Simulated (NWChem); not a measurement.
A series in which one site is exchanged, each optimised at PBE0/def2-SVP with NWChem, gas phase unless a solvent is named. All stand in one matching conformer (torsions within 35°), which need not be the lowest. For some, no frequency run checked for a minimum. def2 effective core potentials on I; no spin-orbit coupling.

A: OBCl (BH₂OCl; site = H)
B: OB(Cl)I (BHOICl; site = I)
C: OB(Cl)Cl (BHOCl$_{2}$; site = Cl)
D: OB(F)Cl (BHOClF; site = F)

Values for A:

- dipole (D), PBE0/def2-SVP: 1.34
- orbital gap (eV), PBE0/def2-SVP: 8.89
- vertical ionisation energy, ΔSCF, PBE0/def2-SVP (eV): 11.80
- static polarisability, PBE0/def2-SVPD (bohr³): 33.4
- lowest singlet excitation, PBE0/def2-SVPD, TDA (eV): 7.00

Problem. How do these values change for the other members?

Solution. 
```json
[
 {"change from A": "dipole (D), PBE0/def2-SVP", "B": "+0.81", "C": "+0.64", "D": "+0.74"},
 {"change from A": "orbital gap (eV), PBE0/def2-SVP", "B": "-1.86", "C": "+0.01", "D": "+1.11"},
 {"change from A": "vertical ionisation energy, ΔSCF, PBE0/def2-SVP (eV)", "B": "-1.89", "C": "-0.37", "D": "+0.41"},
 {"change from A": "static polarisability, PBE0/def2-SVPD (bohr³)", "B": "+33.3", "C": "+12.1", "D": "-1.1"},
 {"change from A": "lowest singlet excitation, PBE0/def2-SVPD, TDA (eV)", "B": "-1.66", "C": "-0.06", "D": "+1.01"}
]
```
